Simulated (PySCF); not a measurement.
Delta-SCF ions had no search for a lower state. Excitations are Tamm–Dancoff values on a coarser integration grid. The basis has no diffuse functions, so Rydberg states are missing or too high.

Cartesian coordinates (Å):
SMILES: [Cl][Ga]([F])[F]
```xyz
4

F     -0.9477     1.5157    -0.0247
Ga    -0.0680     0.0018    -0.0016
F     -1.0281    -1.4624    -0.0211
Cl     2.0437    -0.0551     0.0474
```
Charge 0, multiplicity 1.

Q: Estimate the total energy, S1 excitation (TDA), vertical ionisation energy (Delta-SCF), dipole moment and HOMO that PBE-D3(BJ)/def2-TZVP run with PySCF 2.14.0 returns for this input.

A: 
```
Property                                      Result
--------------------------------------  ------------
total energy                            -70322.90 eV
S1 excitation (TDA)                          5.46 eV
vertical ionisation energy (Delta-SCF)      12.24 eV
dipole moment                                 1.01 D
HOMO                                        -8.59 eV
```
